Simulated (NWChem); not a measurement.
System: C$_{2}$H$_{5}$Ga; SMILES C=[CH][GaH2]

```xyz
8

Ga    -0.0327    -0.7425     0.0000
H     -1.5856    -0.9956     0.0000
H      0.9889    -1.9363     0.0000
C      0.5614     1.1171     0.0000
C     -0.3259     2.1242     0.0000
H      1.6275     1.3804     0.0000
H     -0.0234     3.1797     0.0000
H     -1.4079     1.9423     0.0000
```
Atoms are numbered in this order, from 1.

Computed with NWChem. Structure relaxed at the PBE0/def2-SVP level. Level r2SCAN/def2-SVP: energy and gradient on several grids; changes count from the extra-fine grid, which is no exact limit either.

| grid | size of the energy change (μHa) | largest change of a gradient component (μHa/bohr) | time, medium = 1 (rough) |
|---|---|---|---|
| xcoarse | 2000 | 10000 | about 1 |
| coarse | 30 | 2000 | about 1 |
| medium | 100 | 200 | about 1 |
| fine | < 10 | 30 | about 1 |
| xfine | < 10 | < 30 | 2 |
